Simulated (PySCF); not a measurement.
**Polarisability and C₆ of Al²⁺ (aluminium, charge +2)**

[Ne] 3s1, 2S determinant. Computed with PySCF 2.14 in aug-cc-pwCVTZ (8s7p5d3f, 75 functions), with the non-relativistic Hamiltonian (point nucleus). Coupled (time-dependent) response in atomic units; α is the mean over directions.

```csv
method,mean α (bohr³),C₆ (like pair),S(−4)
UHF,15.35,43.71,267.4
PBE,13.53,36.26,209.5
PBE0,14.08,38.41,226.4
PBEsol,13.58,36.41,211.6
TPSSh,14.81,41.50,249.2
```

S(−4) is the Cauchy moment in α(ω) = α(0) + S(−4) ω² + …

α(iu) at PBE:

```json
{"u (hartree)": "0", "α(iu) (bohr³)": "13.53"}
{"u (hartree)": "0.0500", "α(iu) (bohr³)": "13.03"}
{"u (hartree)": "0.100", "α(iu) (bohr³)": "11.73"}
{"u (hartree)": "0.200", "α(iu) (bohr³)": "8.411"}
{"u (hartree)": "0.300", "α(iu) (bohr³)": "5.774"}
{"u (hartree)": "0.500", "α(iu) (bohr³)": "2.992"}
{"u (hartree)": "0.750", "α(iu) (bohr³)": "1.652"}
{"u (hartree)": "1.00", "α(iu) (bohr³)": "1.090"}
{"u (hartree)": "1.50", "α(iu) (bohr³)": "0.6375"}
{"u (hartree)": "2.00", "α(iu) (bohr³)": "0.4542"}
{"u (hartree)": "3.00", "α(iu) (bohr³)": "0.2914"}
{"u (hartree)": "5.00", "α(iu) (bohr³)": "0.1628"}
```

A single London oscillator, α(iu) = α/(1 + u²/ω²), gives C₆ = (3/4) ω α². Matching the computed C₆ needs ω = 4 × 36.26 / (3 × 13.53²) = 0.264 hartree.

For an ion, C₆ is the dispersion term alone; charge-induced terms of lower order in 1/R come first.
